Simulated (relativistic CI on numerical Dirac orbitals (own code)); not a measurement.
## Cs⁵⁺: from the plainest model towards the measured levels

Calculated with a relativistic CI code on KLI orbitals (one set per configuration, finite nucleus), adding one ingredient at a time: step 1, Dirac-Coulomb, each configuration alone; step 2, with Breit and QED terms; step 3, with configuration mixing; step 4, with scaled Slater integrals (0.9); step 5, with a P86 correlation estimate; step 6, tied to the ionisation limit. P86 is a density functional for the correlation energy, evaluated here for each configuration and added to its levels. Step 6 is semi-empirical: configurations made of the next ion and one excited electron move by -16285 cm⁻¹, so that their limit matches the tabulated ionisation energy, and those with a non-penetrating f or g electron also take the P86 value of the least penetrating other one.

Configuration list (outside the closed core [Kr] 4d10): 5s2.5p2, 5s.5p3, 5s2.5p.5d, 5s2.5p.6s, 5p4, 5s2.5p.4f, 5s.5p2.5d, 5s2.5p.5f, 5s2.4f.5d, 5s2.5p.6p, 5s.5p2.5f, 5s.5p2.4f, 5s2.4f2, 5s.4f2.5d, 5s2.5d2, 5s.5d3, 5p2.4f2, 5p.4f2.5d, 5p.4f2.6s, 5p.4f3, 5p.4f2.5f, 5p2.5d2, 5p.5d3, 5p.5d2.6s, 5p.4f.5d2, 5p.5d2.5f.

Computed minus measured energy above the ground level, in cm⁻¹, for 12 of the 18 excited levels that pair in every step (one J of a term; a digit in brackets numbers repeated terms):

| Configuration | Term | J | Measured | Step 1 | Step 2 | Step 3 | Step 4 | Step 5 | Step 6 |
| --- | --- | --- | --- | --- | --- | --- | --- | --- | --- |
| 5s2.5p2 | 3P | 1 | 12176 | -606 | -790 | -791 | -413 | -410 | -408 |
| 5s2.5p2 | 1D | 2 | 35061 | 2344 | 1965 | -369 | -530 | -529 | -627 |
| 5s2.5p2 | 1S | 0 | 52410 | 6325 | 5959 | 1466 | -495 | -484 | -487 |
| 5s.5p3 | 5S° | 2 | 106879 | -15701 | -16241 | -5876 | -2361 | -1756 | -1798 |
| 5s.5p3 | 3D° | 1 | 131767 | 3275 | 2791 | 2084 | 2672 | 3407 | 1486 |
| 5s.5p3 | 3P° | 0 | 152635 | 1802 | 1209 | 4399 | 3356 | 4071 | 2434 |
| 5s2.5p.5d | 3F° | 2 | 181755 | -4053 | -4461 | 5383 | 5076 | 6932 | -7010 |
| 5s2.5p.5d | 3D° | 3 | 212147 | 943 | 291 | 12912 | 10167 | 11992 | -2239 |
| 5s2.5p.5d | 3P° | 0 | 212928 | -594 | -1225 | 11264 | 8564 | 10423 | -3885 |
| 5s2.5p.5d | 1F° | 3 | 226523 | 12450 | 11810 | 15915 | 11924 | 13878 | -1785 |
| 5s2.5p.6s | 3P° | 0 | 242213 | -1009 | -1202 | 8568 | 6595 | 10999 | -5262 |
| 5s2.5p.6s | 1P° | 1 | 264227 | -100 | -529 | 10074 | 7496 | 11835 | -4343 |

Mean absolute errors in cm⁻¹, over all paired levels and for the configurations:

| Configuration, levels | Step 1 | Step 2 | Step 3 | Step 4 | Step 5 | Step 6 |
| --- | --- | --- | --- | --- | --- | --- |
| all, 18 | 3337 | 3240 | 5563 | 4398 | 5822 | 2830 |
| 5s2.5p2, 4 | 2496 | 2301 | 738 | 430 | 426 | 462 |
| 5s.5p3, 6 | 4845 | 4463 | 3260 | 2709 | 3214 | 1707 |
| 5s2.5p.5d, 5 | 3867 | 3921 | 10041 | 8059 | 9952 | 4841 |
| 5s2.5p.6s, 3 | 560 | 911 | 9138 | 6969 | 11350 | 4881 |

Measured levels: Sansonetti, J. Phys. Chem. Ref. Data 38, 761 (2009).

The mean absolute error is lowest at step 6 (2830 cm⁻¹), and the largest single drop is from step 5 to 6 (5822 to 2830). Terms of the ground configuration are off by 2496 at first, 738 with mixing and 430 after scaling, which stands in for the correlation that narrows term splittings. The Breit and QED terms change the top of the ground term (measured 17628) from 18336 to 18115. Mixing lowers the ground level by 10591; relative to it the configurations that move most are 5s2.5p.6s by +10049, 5s2.5p.5d by +9121, 5s.5p3 by +2252. Configurations whose own partners of that kind are not in the list rise by much of that lowering, so a short list can trade one imbalance for another. The P86 estimate moves 5s2.5p.6s by +4382, 5s2.5p.5d by +1893, 5s.5p3 by +707, and takes the mean absolute error of the excited configurations from 5532 to 7364; it adds to levels that were already too high. Step 6 takes that error from 7364 to 3506; the error more than halves for 5s2.5p.5d, 5s2.5p.6s.
